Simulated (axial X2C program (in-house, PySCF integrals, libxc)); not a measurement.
**Outer orbitals of LiIr at 2.333 Å, HF**

Calculated with an axial X2C code built on PySCF integrals. Spin-free means the one-electron spin-free X2C Hamiltonian; two-component (2c) means X2C with spin–orbit coupling and atomic mean-field two-electron Coulomb and Gaunt terms, so the difference of the two also holds small scalar two-electron terms. Basis: Ir dyall-cv3z [13s14p9d6f4g], Li dyall-cv3z [7s8p2d] (cores contracted in-house); Gaussian nuclei, density fitting, unrestricted open shells. Masses: Ir 192.963 u, Li 7.016 u.

The distance is close to the 2c PBE0 minimum; the highest filled and lowest empty levels are listed.

Spin-free orbitals, state M_S = 1, Λ = 2 (beyond evenly filled blocks: σα, δ+α, δ+β, δ-α) (Löwdin shares):

```tsv
symmetry	occupied	ε (eV)	atomic character
σα	yes	-10.85	97% Ir d
δ+α	yes	-10.24	100% Ir d
δ-α	yes	-10.24	100% Ir d
π+α	yes	-9.80	98% Ir d
π-α	yes	-9.80	98% Ir d
π+β	yes	-8.63	95% Ir d, 4% Li p
δ+β	yes	-8.18	100% Ir d
π-β	yes	-7.99	94% Ir d, 4% Li p
σα	yes	-7.01	62% Ir s, 20% Li s, 16% Li p
σβ	yes	-6.60	40% Ir s, 40% Li s, 11% Li p
σα	no	-0.02	49% Li p, 42% Li s, 8% Ir p
σβ	no	0.00	66% Li p, 27% Li s, 5% Ir p
π+β	no	0.57	92% Li p, 7% Ir p
π-β	no	0.58	93% Li p, 6% Ir p
```

Spinors with spin–orbit coupling (state Ω = 3):

```csv
ω,occupied,ε (eV),atomic character,λ mixture
1/2,yes,-10.78,98% Ir d,"94% σ, 6% π"
-3/2,yes,-10.73,100% Ir d,"96% δ, 4% π"
-1/2,yes,-10.33,97% Ir d,"88% π, 12% σ"
3/2,yes,-9.85,98% Ir d,"69% π, 31% δ"
5/2,yes,-9.61,100% Ir d,100% δ
1/2,yes,-8.87,"95% Ir d, 3% Li p","94% π, 6% σ"
3/2,yes,-8.32,99% Ir d,"69% δ, 31% π"
-3/2,yes,-7.67,"93% Ir d, 5% Li p","96% π, 4% δ"
1/2,yes,-6.98,"62% Ir s, 20% Li s, 16% Li p",100% σ
-1/2,yes,-6.60,"41% Ir s, 39% Li s, 11% Li p","98% σ, 2% π"
1/2,no,-0.03,"49% Li p, 42% Li s, 8% Ir p",100% σ
-1/2,no,-0.01,"65% Li p, 28% Li s, 5% Ir p",100% σ
1/2,no,0.55,"91% Li p, 8% Ir p",100% π
-3/2,no,0.59,"93% Li p, 6% Ir p",100% π
-1/2,no,0.59,"91% Li p, 9% Ir p",100% π
```

Mulliken charges and populations of the two-component result (they depend on the basis, above all on diffuse functions):

Ir -0.44 e (s 11.42 p 24.08 d 27.93 f 14.00), Li 0.44 e (s 2.39 p 0.16 d 0.01). ⟨Lz⟩ = 2.10 ħ and ⟨Sz⟩ = 0.90 ħ (1.10 and -0.21 on the two atoms), which add up to Ω.

The state is a single determinant with fixed occupations, the lowest that a limited PBE0 search found. PBE0 can misorder states that lie within some tenths of an eV, so this need not be the ground state of the molecule. The nearest other spin-free determinant of the search, M_S = 1, Λ = 3, lies 0.16 eV up at the distance of the search. With several unpaired electrons one determinant need not be a pure state. The determinant is spin-polarised beyond a pure state at some levels (its spin-free form has ⟨S²⟩ too high), which makes Re and μ there less reliable.
